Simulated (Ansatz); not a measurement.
Sn12Cl12O20H6²⁺ (started as a model of: [(RSn)12O14(OH)6]2+, R = Cl), relaxed as a singlet with RKS r2SCAN-D4/def2-SVP in Ansatz, starting from the GFN1-xTB geometry. Force threshold 0.03 eV/Å.

In the def2 sets Sn takes a core potential; there is no spin–orbit coupling. Single mean-field runs in def2-SVP are fitted with def2-universal-jkfit.

Start:

Cartesian coordinates in Å:
```
Sn -2.5355 -0.1557 2.0670
Sn -0.2529 -2.3076 2.3100
Sn -2.2391 -2.3908 -0.1292
Sn 2.4992 -1.0790 1.4324
Sn -0.8557 -1.2174 -2.6882
Sn -1.3537 2.5584 1.0219
Sn -2.4892 1.0751 -1.4315
Sn 0.8618 1.2121 2.6925
Sn 1.3632 -2.5645 -1.0221
Sn 2.5377 0.1510 -2.0643
Sn 0.2585 2.3056 -2.3093
Sn 2.2411 2.3861 0.1322
O -1.1083 -1.0699 0.9356
O -2.8643 1.2101 0.5319
O -1.1411 1.2762 2.6472
O 1.0328 -0.7764 2.8814
O 1.2906 -2.7134 0.9758
O -2.5849 -0.9238 -1.5629
O -0.6020 -2.7914 -1.3516
O 2.5863 0.9199 1.5663
O 2.8690 -1.2141 -0.5330
O -1.0264 0.7714 -2.8794
O 1.1473 -1.2801 -2.6486
O -1.2844 2.7144 -0.9749
O 0.6093 2.7935 1.3563
O 1.1113 1.0649 -0.9329
O -1.8323 -1.5477 3.4786
O -3.7307 -1.6313 1.1518
O -1.5483 -3.6843 1.3807
O 1.8411 1.5535 -3.4771
O 3.7315 1.6041 -1.1260
O 1.5632 3.6851 -1.3903
Cl -4.2002 0.6263 3.3958
Cl 0.4500 -3.7693 3.8968
Cl -3.6011 -3.9350 -1.0846
Cl 4.2651 -1.9117 2.5197
Cl -1.5217 -2.1393 -4.6110
Cl -2.3864 4.3792 1.8041
Cl -4.2615 1.9009 -2.5118
Cl 1.5316 2.1381 4.6121
Cl 2.4017 -4.3808 -1.8081
Cl 4.2025 -0.6198 -3.3992
Cl -0.4530 3.7678 -3.8928
Cl 3.6012 3.9371 1.0791
H -1.9535 -1.5692 4.4208
H -4.6751 -1.6503 1.0470
H -1.5400 -4.6343 1.4030
H 1.9257 1.5424 -4.4237
H 4.6688 1.7567 -1.1570
H 1.4508 4.6272 -1.3308
```

(1) Estimate the energy that the relaxation releases and the steps that it takes.

(2) Does the start keep its bonding and symmetry?

(3) Predict the relaxed structure.

## Answers

(1) 94.4 kcal/mol, in 8 steps; 57 s on 11 threads of AMD EPYC 7R13 on a shared host and a whole NVIDIA H100 80GB HBM3. The force fell under the threshold at step 6, but the optimiser went on. No frequencies were taken in this run, so the end may be a saddle point.

(2) By distances, no bond broke or formed. The bond that changes most is Sn10–O26, from 2.04 to 2.11 Å (atoms count from 1).

(3) 
```xyz
50

Sn   -2.655   -0.128    2.165
Sn   -0.228   -2.416    2.422
Sn   -2.339   -2.501   -0.171
Sn    2.658   -1.094    1.471
Sn   -0.863   -1.237   -2.855
Sn   -1.391    2.722    1.042
Sn   -2.658    1.094   -1.471
Sn    0.863    1.237    2.855
Sn    1.391   -2.722   -1.042
Sn    2.655    0.128   -2.165
Sn    0.228    2.415   -2.422
Sn    2.339    2.501    0.171
O    -1.223   -1.181    1.034
O    -2.815    1.245    0.570
O    -1.171    1.311    2.590
O     1.074   -0.805    2.828
O     1.321   -2.653    1.008
O    -2.523   -0.951   -1.592
O    -0.632   -2.732   -1.391
O     2.523    0.951    1.592
O     2.815   -1.245   -0.570
O    -1.074    0.804   -2.827
O     1.171   -1.311   -2.590
O    -1.321    2.653   -1.008
O     0.632    2.732    1.391
O     1.223    1.181   -1.034
O    -1.765   -1.477    3.524
O    -3.760   -1.558    1.073
O    -1.467   -3.720    1.316
O     1.766    1.477   -3.524
O     3.760    1.558   -1.073
O     1.467    3.719   -1.316
Cl   -4.364    0.627    3.531
Cl    0.461   -3.918    4.042
Cl   -3.736   -4.089   -1.112
Cl    4.552   -1.856    2.501
Cl   -1.460   -2.101   -4.887
Cl   -2.362    4.660    1.769
Cl   -4.552    1.855   -2.501
Cl    1.460    2.101    4.887
Cl    2.362   -4.660   -1.770
Cl    4.364   -0.627   -3.531
Cl   -0.461    3.918   -4.042
Cl    3.736    4.089    1.112
H    -2.019   -1.643    4.448
H    -4.711   -1.752    1.142
H    -1.616   -4.668    1.470
H     2.019    1.643   -4.448
H     4.711    1.753   -1.142
H     1.616    4.668   -1.469
```
Bond lengths (bridged metal pairs left out): 54 × O–Sn 2.05 to 2.11 Å; 12 × Cl–Sn 2.29 to 2.31 Å; 6 × H–O 0.97 Å.
